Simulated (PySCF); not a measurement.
An unknown is described by computed data only.

Formula: C2H5NOSi.

| Item | Value |
| --- | --- |
| 13C NMR | chemical shifts (computed TMS as zero) by class: 125.7 (1 C), 55.2 (1 C) ppm [GIAO B97-2/pcSseg-2] |
| Rotational structure | rotational constants A, B, C: 7.062, 2.595, 2.022 GHz [PBE0-D3(BJ)/def2-SVP] |
| UV, strongest line | among the 10 lowest singlet transitions: S9 at 8.52 eV (146 nm, f = 0.058) [TDDFT CAM-B3LYP/def2-SVPD] |
| Valence photoelectron | vertical ionisation energy: 11.34 eV [ΔSCF CAM-B3LYP/def2-SVPD] |
| UV, first state | lowest singlet excitation: 6.81 eV (182 nm, f = 0.001) [TDDFT CAM-B3LYP/def2-SVPD] |
| XPS | Si2p3/2 108.5, C1s 292.0, C1s 293.0, N1s 405.5, O1s 538.8, Si1s 1848.5 eV [ΔSCF SCAN, pcX-2 on the ionised atom, pcseg-1 elsewhere, spin-free X2C, 2p3/2 from a spin–orbit splitting computed afterwards within the 2p shell] |
| Triplet | lowest triplet excitation (Tamm–Dancoff): 5.73 eV [TDA CAM-B3LYP/def2-SVPD] |
| 1H NMR | chemical shifts (computed TMS as zero) by class: 4.74 (2 H), 3.64 (3 H) ppm [GIAO B97-2/pcSseg-2] |
| Dipole | 3.26 D [CAM-B3LYP/def2-SVPD] |
| NMR, other nuclei | isotropic shieldings of nuclei other than C and H, by class: -97 (1 N), 323 (1 O), 402 (1 Si) ppm [GIAO B97-2/pcSseg-2] |

The electronic properties come from PySCF, for the isolated species, density fitting. Levels stand in brackets. The structure is a single PBE0-D3(BJ)/def2-SVP conformer in the gas phase; no vibrational or solvent corrections. NMR classes are plain means over equivalent atoms (diastereotopic ones count apart unless rotation or inversion swaps them), as if these changed places fast.

Q: Give a SMILES that accounts for the data.

A: Numbering: `[CH3:1][O:2][SiH2:3][C:4]#[N:5]`. Its formula, C2H5NOSi, gives 2 degrees of unsaturation: 0 rings and 2 π bonds in the structure found. 2 carbons fall into 2 classes; from least to most shielded: cyano carbon [C4] (125.7 ppm), methoxy carbon [C1] (55.2 ppm). Hydrogen classes from least to most shielded: 2 H on an oxygen-bound silicon, Si3 (4.74 ppm), 3 H on a methoxy carbon, C1 (3.64 ppm). The other shieldings belong to: -97 ppm, cyano nitrogen [N5]; 323 ppm, silyl ether oxygen [O2]; 402 ppm, oxygen-bound silicon [Si3]. The core levels belong to: Si2p3/2 108.5 eV, oxygen-bound silicon [Si3]; C1s 292.0 eV, cyano carbon [C4]; C1s 293.0 eV, methoxy carbon [C1]; N1s 405.5 eV, cyano nitrogen [N5]; O1s 538.8 eV, silyl ether oxygen [O2]; Si1s 1848.5 eV, oxygen-bound silicon [Si3]. The hole state at 292.0 eV has ⟨S²⟩ = 0.83 against 0.75, so that value is less sure. The hole state at 405.5 eV has ⟨S²⟩ = 0.83 against 0.75, so that value is less sure. The first electron is taken from the HOMO, whose largest Löwdin shares are 0.54 on the silyl ether oxygen, 0.14 on the methoxy carbon, 0.09 on the oxygen-bound silicon and 0.07 on a methyl hydrogen. The optimised geometry has point group C1 and is an asymmetric top. Structure: `CO[SiH2]C#N`. Computed isomers that give other values at the same levels: `[SiH3]OC1=NC1` (rotational constant A: 15.600 GHz; this holds for the one conformer computed); `[SiH3]O[C@H]1C=N1` (rotational constant A: 10.455 GHz; this holds for the one conformer computed); `[H]/N=C\[SiH2]C=O` (rotational constant A: 9.138 GHz; this holds for the one conformer computed). The assignments are read from this structure; whether some other isomer fits the data as well wasn't checked.

Shape of the structure used: `[CH3:1][O:2][SiH2:3][C:4]#[N:5]`: C1–O2–Si3–C4 60°.
